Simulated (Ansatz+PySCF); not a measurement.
The numbers below are computed, except where a source is named.
**Several solutions for singlet BeO**

```xyz
2

Be    0.0000    0.0000   -0.8923
O     0.0000    0.0000    0.4462
```

Basis set: def2-SVP (spherical functions). Charge 0, multiplicity 1.

CASSCF(2,2) was run from several starts with Ansatz (development build ahead of 0.2.0) and PySCF 2.14.0. The starts are those of the Hartree–Fock orbitals from which the active space was taken at the frontier.

```csv
run,program,start,converged,energy (hartree),<S²>
A,PySCF,program defaults,yes,-89.32471,0.00
B,Ansatz,"atomic start, no search",yes,-89.34616,0.00
C,Ansatz,stability test followed,yes,-89.34616,0.00
D,Ansatz,search for the lowest state,yes,-89.34616,0.00
```

Task: Which runs reached the lowest solution of this kind, and what is wrong with the others?

Result: B, C, D reached the lowest solution found. Converged but too high: A by 0.58 eV. Convergence only shows a stationary point; in CASSCF the end hangs on which orbitals enter the active space. Caution: other starts end on other solutions of this active space.
